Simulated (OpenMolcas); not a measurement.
4f ions of charge +3 along the row

```yaml
Program: OpenMolcas 26.06
Method: SS-CASPT2, IPEA 0.25 Eh, imaginary shift 0.1 Eh
Basis: ANO-R2
Scalar_Hamiltonian: X2C, finite nucleus
Spin-orbit_coupling: state interaction with AMFI integrals over the reference wave functions, term energies averaged over their components
```

Active space: the 4f shell; CASPT2 also correlates the outermost closed s and p core shells.

ζ = ±2S·A comes from the whole width of the ground multiplet by E(J) = (A/2) J(J+1), where its levels are at least 85 % pure. Energies in cm-1.

```
 Ion  Configuration  Lowest level  Weight (%)      g  g, pure LS  Next level     E  E measured     ζ  ζ measured
Pr3+            4f2           3H4          97  0.806       0.800         3H5  2310        2152   859         798
Nd3+            4f3       4I* 9/2          97  0.733       0.727    4I* 11/2  2030        1897   991         921
Pm3+            4f4           5I4          97  0.604       0.599         5I5  1607              1102            
Sm3+            4f5       6H* 5/2          96  0.296       0.284     6H* 7/2  1133              1285            
Eu3+            4f6           7F0          93                            7F1   427              1590            
Tb3+            4f8           7F6          96  1.494       1.501         7F5  2120        2052  1683        1615
Dy3+            4f9      6H* 15/2          94  1.326       1.334    6H* 13/2  3580              1940            
Ho3+           4f10           5I8          94  1.243       1.251         5I7  5170              2091            
Er3+           4f11      4I* 15/2          97  1.197       1.200    4I* 13/2  6610        6508                  
Tm3+           4f12           3H6          99  1.166       1.167  3F4 [61 %]  5880        5634
```

Measured columns use the levels in Martin, Zalubas and Hagan, Atomic Energy Levels: The Rare-Earth Elements, NSRDS-NBS 60 (1978) (Pr3+, Tb3+); the list in Arab et al., J. Quant. Spectrosc. Radiat. Transfer 229, 145 (2019) and Gaigalas et al. (2019), from Wyart et al. (2007) (Nd3+); the list in Tchang-Brillet, Wyart, Meftah and Ait Mammar, Atoms 6, 52 (2018) (Er3+, Tm3+).

The computed ζ goes from 859 (Pr3+) to 2091 cm-1 (Ho3+), a factor of 2.43, rising at every step. It departs from the measured column by +4 to +8 %.

CASPT2 does not keep the components of a term degenerate, so their means are used; among the low terms the widest spread is 930 cm-1 (4f12 1I, Tm3+). Over all roots computed the reference weight is 0.87 to 0.95 in Pr3+; the roots of lowest weight are the least certain, and an intruder state may touch them. The CASPT2 spread within a term exceeds the gap to the next term for 4f3 2K* and 4f3 4G*, 4f3 4D* and 4f3 2L*, so the order of their levels is uncertain (figures for Nd3+; the like holds for Sm3+, Ho3+, Er3+). Some terms miss by over 15 % even with CASPT2, which points to a basis or an active space too small for the shells correlated (holds for Pr3+; Nd3+). High states are left out of the spin-orbit mixing, which shifts the levels that they would mix with (holds for Nd3+; Pm3+; Sm3+; Eu3+; Tb3+; Dy3+; Ho3+; Er3+). Some levels mix across a computed gap that differs much from the measured one, so their mixing is not that of the real levels (holds for Nd3+; Er3+). Terms from blocks run as CI alone lack orbitals of their own (holds for Eu3+). Some high roots are left out of the spin-orbit mixing, which shifts the levels that they would mix with (holds for Tm3+). Measured partners are found by configuration, term and J. A level has none where our copy of the source lacks it or the pairing is in doubt (some pairs that miss far off the trend of their configuration count as doubtful), and it then counts in no deviation. Only configurations of the active space appear.

A share in square brackets marks a mixed level and gives the weight of the term that names it, the lowest over the columns. * marks odd parity.
